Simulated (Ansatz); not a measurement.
Ansatz (a program for electronic structure) input (BHLYP/def2-TZVPD):

Ansatz 0.2 input:
```yaml
crystal:
  periodic: [false, false, false]
  atoms:
    - {symbol: Hf, position_ang: [-0.00656911, -0.00108817, 0.00273600]}
    - {symbol: H, position_ang: [0.91572553, -0.48238207, 1.55220429]}
    - {symbol: H, position_ang: [-0.26579710, 1.80843184, -0.37351045]}
    - {symbol: H, position_ang: [-0.17695233, -1.24770164, -1.37568614]}
basis:
  gaussian:
    orbitals: def2-TZVPD
hamiltonian:
  xc: {name: BHLYP}
total_charge: 1
```

Output:

```
Functional definition: BHLYP
integrals: 0.02 GiB planned
635 factors; their error is unknown
mean field: 0.16 GiB planned
mean field evaluation 1: about -1341.0169 eV, gradient 1.6e1 eV
mean field evaluation 2: about -1341.7467 eV, gradient 8.4e0 eV
mean field evaluation 4: about -1341.9568 eV, gradient 2.0e-1 eV
mean field evaluation 8: about -1341.9699 eV, gradient 1.7e-2 eV
mean field evaluation 16: about -1341.9699 eV, gradient 9.3e-6 eV
mean field -1341.96993396 eV, -49.3164854531 hartree, gradient 9.3e-6 eV, S^2 0.000000; 0 other end points of the search recorded, 0 dependent functions left out
reference -1341.97008076 eV, -49.3164908481 hartree; 7, 7 occupied and 63, 63 virtual orbitals, 635 factors
Total energy: -1341.97008076 eV, -49.3164908481 hartree
```

This state (charge 1, singlet) is run at the relaxed geometry of the species with charge 0 and multiplicity 2.
